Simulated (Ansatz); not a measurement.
Start from `CBC(C)=S` and change one atom or group to get `CC(=S)CI`.

Ansatz, PBE0-D4/def2-TZVP geometries, multiplicity 1. Each molecule was computed in one conformer, which needn't be the lowest. `CBC(C)=S` holds a close contact that its SMILES doesn't draw: S···B 2.24 Å.

Elements past krypton have def2 core potentials.  Spin–orbit coupling is left out; it splits and shifts lone-pair levels of the heavy atoms by tenths of an eV.

```
                                      property  `CBC(C)=S`
           HOMO–LUMO gap (PBE/def2-TZVPP) / eV        2.72
size of the dipole moment (PBE/def2-TZVPP) / D        2.21
             HOMO energy (PBE/def2-TZVPP) / eV       -5.87
            LUMO energy (PBE0/def2-TZVPP) / eV       -2.23
           HOMO energy (B3LYP/def2-TZVPP) / eV       -6.77
           LUMO energy (B3LYP/def2-TZVPP) / eV       -2.42
```

(1) Give the same properties after the change, and the shifts. (Estimate.)

Results:

(1) Computed: 
```csv
property,`CC(=S)CI`,shift
HOMO–LUMO gap (PBE/def2-TZVPP) / eV,1.90,-0.82
size of the dipole moment (PBE/def2-TZVPP) / D,2.14,-0.07
HOMO energy (PBE/def2-TZVPP) / eV,-5.40,0.47
LUMO energy (PBE0/def2-TZVPP) / eV,-2.66,-0.43
HOMO energy (B3LYP/def2-TZVPP) / eV,-6.38,0.39
LUMO energy (B3LYP/def2-TZVPP) / eV,-2.83,-0.41
```

With PBE0 the HOMO rises by 0.36 eV and the LUMO falls by 0.43 eV, so the gap narrows by about 0.79 eV. PBE moves the HOMO by 0.47 eV and ωB97M-V by 0.28 eV. Dipoles are sizes alone; their direction can turn.

B3LYP here is the variant with VWN-RPA as its local correlation; programs differ in this.
